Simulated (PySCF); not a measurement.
Two-component Hartree-Fock for Ho⁴⁰⁺ (holmium, charge +40)

Start: [Ar] 3d9; 3d3/2 filled at m_j = -3/2, -1/2, +1/2, +3/2; 3d5/2 filled at m_j = -3/2, -1/2, +1/2, +3/2, +5/2. Calculated with PySCF 2.14 in an uncontracted even-tempered set (16 s from 8.5 bohr⁻², ratio 2.8; 13 p from 11 bohr⁻², ratio 2.8; 8 d from 11 bohr⁻², ratio 2.8; 3 f from 43 bohr⁻², ratio 3): generalised Hartree-Fock with the X2C-1e Hamiltonian and a Gaussian nucleus; one run each with spin-orbit coupling (SO) switched off, then screened by Boettger's factors.

| spinor shell | electrons | ε, spin-free (eV) | ε, screened SO (eV) | weight of nominal j (screened SO) | rms radius, screened SO (bohr) |
| --- | --- | --- | --- | --- | --- |
| 1s1/2 | 2 | -57804.1 | -57791.9 | 1.000 | 0.0236 |
| 2s1/2 | 2 | -11331.1 | -11327.1 | 1.000 | 0.0951 |
| 2p1/2 | 2 | -10253.8 | -10865.3 | 1.000 | 0.0812 |
| 2p3/2 | 4 | -10253.8 | -9995.4 | 1.000 | 0.0877 |
| 3s1/2 | 2 | -3894.9 | -3893.7 | 1.000 | 0.239 |
| 3p1/2 | 2 | -3556.6 | -3696.8 | 1.000 | 0.230 |
| 3p3/2 | 4 | -3556.6 | -3496.5 | 1.000 | 0.243 |
| 3d3/2 | 4 | -3152.2 | -3178.0 | 0.994 | 0.214 |
| 3d5/2 | 5 | -3152.2 | -3133.9 | 0.995 | 0.217 |

```
   quantity     spin-free   screened SO
E (hartree)  -11548.54040  -11558.70076
        M_J           5/2           5/2
       ⟨J²⟩         8.750         8.750
       ⟨L²⟩         6.000         6.039
       ⟨S²⟩         0.750         0.789
```

Each row is a mean over spinors that exchange with the open shell spreads, by up to 24.123 eV (3p3/2).

Breit and QED terms are absent; they matter most for the inner s and p1/2 levels.

Densities and radii are taken from the X2C orbitals without a picture-change correction, which distorts them close to the nucleus.

Without spin-orbit coupling the j labels of p, d and f shells carry no meaning; the spin-free column gives the mean over the occupied spinors of each nl shell.
